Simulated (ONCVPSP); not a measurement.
Before and after: ONCV potential for C (Z = 6)

carbon, optimised norm-conserving Vanderbilt (ONCV), made with ONCVPSP 4.0.1 (PBE, fully relativistic). Core [He], reference 2s2 2p1 (charge +1). Waves: 2s: rc 0.85 bohr, ncon 4, nbas 7, qcut 7.2 1/bohr, local; 2p: rc 2.15 bohr, ncon 4, nbas 8, qcut 7 1/bohr, 1 projector; d scattering state at 0.38 Ha: rc 2.05 bohr, ncon 4, nbas 8, qcut 4.1 1/bohr, 3 projectors, debl 3.5 Ha. Local part: the s channel. Core correction: polynomial model core, fcfact 0.25.

Open shells are filled in proportion to 2j + 1.

Change: s: qcut 8.7; p: qcut 8.5; d: qcut 5.

Cutoffs: the cutoffs (Ha) at which the residual kinetic energy of the hardest occupied pseudo-wave falls to 1 and 0.1 mHa per electron; they do not see the model core or the augmentation charge, which bear on the density cutoff. Errors are all-electron minus pseudo energies relative to the spin-unpolarised reference configuration.

**Question.** How do hardness, ghosts and transferability respond?

**Answer.** The potential gets neither clearly harder nor softer (38 Ha and 158 Ha → 36 Ha and 154 Ha); the s channel sets the loose cutoff, while the largest relative change is in p, which becomes harder; of the 4 tests that both files solve, the error grows in 0 and shrinks in 4 by more than 15 % and 0.3 meV (median size 112.9 → 85.7 meV); neither file shows a bound ghost.

```tsv
quantity	base	changed
cutoff, loose	38 Ha	36 Ha
cutoff, tight	158 Ha	154 Ha
loose cutoff by channel	s 38 Ha, p 15 Ha	s 36 Ha, p 17 Ha
bound ghosts	none	none
GHOST(+) flags under 300 eV	none	none
error for 2s2 2p2, meV [ΔE -10.86 eV]	+30	+22
error for 2s2 2p0, meV [ΔE 24.16 eV]	+150	+114
error for 2s1 2p0, meV [ΔE 72.35 eV]	+414	+327
error for 2s1 2p3, meV [ΔE -2.38 eV]	+76	+57
s: phases at 0.86 bohr within 0.05 rad from the reference energy up to (Ha; the scan ends near 5)	4.5	4.2
p3/2: phases at 2.19 bohr within 0.05 rad from the reference energy up to (Ha; the scan ends near 5)	0.4	0.5
p1/2: phases at 2.19 bohr within 0.05 rad from the reference energy up to (Ha; the scan ends near 5)	0.4	0.5
d5/2: phases at 2.09 bohr within 0.05 rad from the reference energy up to (Ha; the scan ends near 5)	to the end of the scan	to the end of the scan
d3/2: phases at 2.09 bohr within 0.05 rad from the reference energy up to (Ha; the scan ends near 5)	to the end of the scan	to the end of the scan
rms error of d²Exc/dni dnj with the model core, mHa	8.97	8.92
```
